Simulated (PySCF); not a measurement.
Cu, charge +1, singlet; DF-HF/def2-SVPD in PySCF.

PySCF was given this input:
```python
from pyscf import gto, scf

mol = gto.Mole()
mol.atom = '''
    Cu    0.00000000    0.00000000    0.00000000
'''
mol.basis = 'def2-svpd'
mol.charge = 1
mol.verbose = 4
mol.build()

mf = scf.RHF(mol)
mf = mf.density_fit(auxbasis='def2-universal-jkfit')
mf.kernel()
```

It wrote (shortened):

```
PySCF version 2.14.0

[INPUT] verbose = 4
[INPUT] num. atoms = 1
[INPUT] num. electrons = 28
[INPUT] charge = 1
[INPUT] spin (= nelec alpha-beta = 2S) = 0
[INPUT] symmetry False subgroup None
[INPUT] Mole.unit = angstrom
[INPUT] Symbol           X                Y                Z      unit          X                Y                Z       unit  Magmom
[INPUT]  1 Cu     0.000000000000   0.000000000000   0.000000000000 AA    0.000000000000   0.000000000000   0.000000000000 Bohr   0.0

nuclear repulsion = 0
number of shells = 12
number of NR pGTOs = 76
number of NR cGTOs = 34
basis = def2-svpd
ecp = {}

******** <class 'pyscf.df.df_jk.DFRHF'> ********
method = DFRHF
initial guess = minao
damping factor = 0
level_shift factor = 0
DIIS = <class 'pyscf.scf.diis.CDIIS'>
diis_start_cycle = 1
diis_space = 8
diis_damp = 0
SCF conv_tol = 1e-09
SCF conv_tol_grad = None
SCF max_cycles = 50
direct_scf = False
Set gradient conv threshold to 3.16228e-05
Initial guess from minao.
******** <class 'pyscf.df.df.DF'> ********
auxbasis = def2-universal-jkfit
init E= -1638.23986640834
  HOMO = -0.434829907237013  LUMO = -0.100450402035808  gap/eV = 9.09893
cycle= 1 E= -1638.45404370062  delta_E= -0.214  |g|= 0.195  |ddm|= 0.91
  HOMO = -0.849953046446334  LUMO = -0.232664889116967  gap/eV = 16.79727
cycle= 2 E= -1638.45521352759  delta_E= -0.00117  |g|= 0.172  |ddm|= 0.16
  HOMO = -0.797108808554293  LUMO = -0.228263514511784  gap/eV = 15.47907
cycle= 3 E= -1638.45922474615  delta_E= -0.00401  |g|= 0.00151  |ddm|= 0.0756
  HOMO = -0.796983163230773  LUMO = -0.228213159930328  gap/eV = 15.47702
cycle= 4 E= -1638.45922500926  delta_E= -2.63e-07  |g|= 9.83e-05  |ddm|= 0.000914
  HOMO = -0.796943489977515  LUMO = -0.22821195984213  gap/eV = 15.47597
cycle= 5 E= -1638.45922501045  delta_E= -1.19e-09  |g|= 1.58e-06  |ddm|= 4.3e-05
  HOMO = -0.796944208296877  LUMO = -0.228211983933774  gap/eV = 15.47599
cycle= 6 E= -1638.45922501045  delta_E= -2.05e-12  |g|= 2.31e-08  |ddm|= 9.06e-07
  HOMO = -0.79694421275248  LUMO = -0.228211984040875  gap/eV = 15.47599
Extra cycle  E= -1638.45922501045  delta_E= 4.55e-13  |g|= 5.45e-09  |ddm|= 1.32e-08
converged SCF energy = -1638.45922501045
```
